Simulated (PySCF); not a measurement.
Compound: C4H10PSSi (doublet state).
Cartesian coordinates in Å at the GFN2-xTB level; atoms count from 1:
```
atom  x, y, z in Å
C1     3.297    0.103    0.747
C2     2.861    1.001   -0.033
S3     1.081    1.316   -0.488
Si4   -0.057   -0.203    0.532
P5     1.002   -2.186    0.580
C6    -1.743   -0.238   -0.360
C7    -2.400    1.135   -0.419
H8     3.069   -0.709    1.392
H9     3.426    1.743   -0.569
H10   -0.197    0.221    1.930
H11   -0.105   -2.928    0.216
H12    1.469   -2.128   -0.721
H13   -1.619   -0.620   -1.376
H14   -2.400   -0.936    0.161
H15   -1.767    1.835   -0.958
H16   -3.362    1.080   -0.927
H17   -2.562    1.526    0.582
```

The hyperfine couplings belong to this conformer and change with its torsions.

The species is `[Si@@H](CC)(S/C=[C]\[H])P` [radical].

Method: UKS B3LYP, pcH-1 on C H P S Si, non-relativistic, mean-field spin-orbit, GIAO (PySCF). The structure is a single GFN2-xTB conformer in the gas phase; no vibrational or solvent corrections. Couplings are sensitive to structure, and on GFN2-xTB geometries they can be far from those on DFT ones. The SCF solution wasn't tested for stability.

Principal values of hyperfine tensors in MHz (contact, dipolar and spin–orbit terms together), for some of the nuclei:

```json
{"atom": "C1", "isotope": "13C", "A1": "141.07", "A2": "162.21", "A3": "357.31"}
{"atom": "H9", "isotope": "1H", "A1": "105.11", "A2": "106.55", "A3": "118.02"}
{"atom": "S3", "isotope": "33S", "A1": "-5.76", "A2": "-2.23", "A3": "55.81"}
{"atom": "H11", "isotope": "1H", "A1": "11.44", "A2": "11.64", "A3": "13.74"}
{"atom": "H8", "isotope": "1H", "A1": "-36.85", "A2": "-10.38", "A3": "32.09"}
{"atom": "C2", "isotope": "13C", "A1": "-16.23", "A2": "-5.09", "A3": "12.74"}
{"atom": "C7", "isotope": "13C", "A1": "1.53", "A2": "1.69", "A3": "2.43"}
{"atom": "C6", "isotope": "13C", "A1": "1.47", "A2": "1.56", "A3": "2.17"}
```

Split each tensor into its isotropic and traceless parts, and turn a_iso into mT with g = 2.0018.

a_iso is a third of the trace, T = A − a_iso, and a(mT) = a(MHz)/(g × 13.996). The tensors hold a spin–orbit part: the run splits a_iso into a_FC + a_SO, and T includes its anisotropic share.

```
atom  a_iso (MHz)    a_FC   a_SO  a_iso (mT)      T1      T2      T3
  C1       220.20  220.67  -0.47       7.859  -79.12  -57.99  137.11
  H9       109.89  109.93  -0.03       3.922   -4.78   -3.35    8.13
  S3        15.94   15.65   0.29       0.569  -21.70  -18.17   39.87
 H11        12.27   12.27   0.00       0.438   -0.83   -0.64    1.47
  H8        -5.05   -4.94  -0.11      -0.180  -31.80   -5.33   37.13
  C2        -2.86   -2.83  -0.03      -0.102  -13.37   -2.23   15.60
  C7         1.88    1.88   0.00       0.067   -0.35   -0.19    0.54
  C6         1.73    1.73   0.00       0.062   -0.26   -0.17    0.43
```

What spin density at the nucleus of C2 lies behind its contact coupling (g_N = 1.40482)?

a_FC = 800.24 MHz bohr³ × g_N × ρ(0)/(2S). With a_FC = -2.83 MHz and 2S = 1, ρ(0) = -0.002516 bohr⁻³.

P5 (31P, g_N = 2.26320) isn't in the table. Its spin density at the nucleus is 0.02196 bohr⁻³. What is its contact coupling?

By the same relation, a_FC = 39.8 MHz. Its full tensor has the principal values 37.16, 38.46, 43.74 MHz.

Name the largest traceless tensor T of the table and describe it.

C1: -79.1, -58.0, 137.1 MHz (the dipolar term alone has -78.3, -58.4, 136.7), rhombic: the two smaller values differ by 15 % of the largest.

What first-order splitting does S3 cause when the field lies along A1, A2 or A3 of its tensor (g taken as isotropic, no quadrupole term)?

4 lines (I = 3/2), spaced by |A_i|/(g × 13.996): 0.21, 0.08, 1.99 mT along the axes of A1, A2 and A3.
